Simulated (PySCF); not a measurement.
# Mn⁺ (manganese, charge +1): UHF calculation

Configuration: [Ar] 3d5 4s1, high-spin 7S determinant. Computed with PySCF 2.14 in x2c-SVPall (5s3p3d1f, 36 functions), with scalar relativity by spin-free X2C-1e.

| Quantity | Value |
| --- | --- |
| Total energy | -1156.969279 hartree |
| One-electron energy | -1587.2762 hartree |
| Hartree (Coulomb) energy | 481.6659 hartree |
| Exchange energy | -51.3589 hartree |
| ⟨S²⟩ | 12.0000 |
| ⟨L²⟩ | 0.000 |
| Sum of ⟨r⟩ | 17.93 bohr |
| Sum of ⟨r²⟩ | 26.16 bohr² |
| Langevin diamagnetic susceptibility | -20.7 ×10⁻⁶ cm³/mol |
| Time after the integrals | 0.05 s of wall time on 1 thread of AMD EPYC 9R45 96-Core Processor (shared host) |

```tsv
shell	electrons	mean orbital energy (eV)	rms radius, mean of both spins (bohr)
1s α	1	-6606.2	0.0704
1s β	1	-6606.0	0.0704
2s α	1	-813.45	0.302
2s β	1	-809.79	0.302
2p α	3	-687.23	0.273
2p β	3	-683.66	0.273
3s α	1	-119.46	0.917
3s β	1	-108.12	0.917
3p α	3	-82.775	0.989
3p β	3	-69.257	0.989
3d α	5	-25.368	1.28
4s α	1	-14.902	3.13
```

Densities and radii are taken from the X2C orbitals without a picture-change correction, which distorts them close to the nucleus.
